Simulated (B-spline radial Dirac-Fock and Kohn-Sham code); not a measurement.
**How the settings move the core levels of Ne³⁺**

ΔSCF core binding energies without Breit or QED terms, calculated with a radial finite-basis atomic code. Keys: rel is the Hamiltonian (dirac, or spin-free x2c and nr, where L3 and M5 stand for the whole 2p and 3d shells), method is hf or an exchange,correlation pair (spin-unpolarised, also for the hole states), nuc the nuclear model, radius_factor scales its radius, rmax is the box in bohr, h the logarithmic mesh step, order the B-spline order, points the quadrature points per cell, c_factor scales the speed of light, and damp, ndamp, maxit and tol steer the iteration. The run stops when the commutator error falls below 10·tol·max(1, Z/10), or the numerical noise floor, and the energy has settled to about 1e-8 Ha; the virial ratio is −V/T.

Base input:

```json
{"items": [{"Z": 10, "q": 3, "cfg": [[1, 0, 2], [2, 0, 2], [2, 1, 3]], "A": 20, "rrms": 3.0055, "do": "settings", "holes": ["K", "L3", "M5"],
  "settings": [{"rel": "dirac", "method": "hf", "nuc": "fermi", "radius_factor": 1.0, "rmax": 45.0, "h": 0.3, "order": 8, "points": 10, "c_factor": 1.0, "maxit": 60, "damp": 0.5, "ndamp": 3, "tol": 1e-08}]}]}
```

The ground state converged in 9 iterations, with total energy -124.04541 Ha, virial ratio 1.99764 and highest orbital energy -94.86 eV. ΔSCF binding energies: K (1s) 963.8 eV. Holes are computed only in closed shells, and unreliable hole states are left out.

Changes from the base run:

| changed setting | Δ total energy (Ha) | Δ K (eV) | iterations |
| --- | --- | --- | --- |
| rmax = 25.0 | 0.00000 | 0.00 | 9 |
| radius_factor = 1.2 | +0.00002 | 0.00 | 9 |
| method = "pbe,pbe"; rmax = 25.0; order = 5 | ? | ? | ? |
| rel = "nr" | +0.14662 | -1.20 | 9 |
| order = 5 | +0.00001 | 0.00 | 9 |
| nuc = "sphere"; rmax = 25.0; h = 0.22 | 0.00000 | 0.00 | 9 |
| tol = 0.0001 | 0.00000 | 0.00 | 8 |

Problem. What does the change method = "pbe,pbe"; rmax = 25.0; order = 5 do?

Solution. The total energy moves by -0.07399 Ha and the binding energies by K +10.59 eV; the run takes 9 iterations.
